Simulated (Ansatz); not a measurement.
Species: InCl, charge 1, doublet. InCl+ (parent SMILES [Cl][In], doublet).
B3LYP-D3(BJ)/def2-TZVP minimum from Ansatz (a program for electronic structure):
```
In
Cl 1 2.3457
```
Charge +1, spin multiplicity 2.

Total energies in def2-QZVPP, 9 correlated electrons, 14 frozen orbitals. Open shells are spin-unrestricted; no spin-orbit coupling. Cores are frozen in correlated methods (noble-gas shells, and filled d and f shells in the p block). Past Kr the def2 sets carry scalar-relativistic core potentials. Spin-orbit terms, left out, reach several kcal/mol for Br and I, and more for heavier atoms. The UHF reference of ClIn+ (parent SMILES [Cl][In], doublet) is spin-contaminated (<S^2> up to 0.03 over the pure value in the sets run). The spin of ClIn+ (parent SMILES [Cl][In], doublet) was assumed, and the state is the lowest solution found for it.

```csv
method,program,energy (Eh),minus CCSDT(Q) (mEh)
HF,Ansatz,-648.51511,263.56
MP2,Ansatz,-648.74572,32.95
CCSD,Ansatz,-648.76497,13.70
CCSD(T),Ansatz,-648.77714,1.53
CCSDT(Q),Ansatz,-648.77867,0.00
```

Rough core times of Ansatz's runs on a shared machine: CCSD(T) 2 min, CCSDT(Q) 60 min.
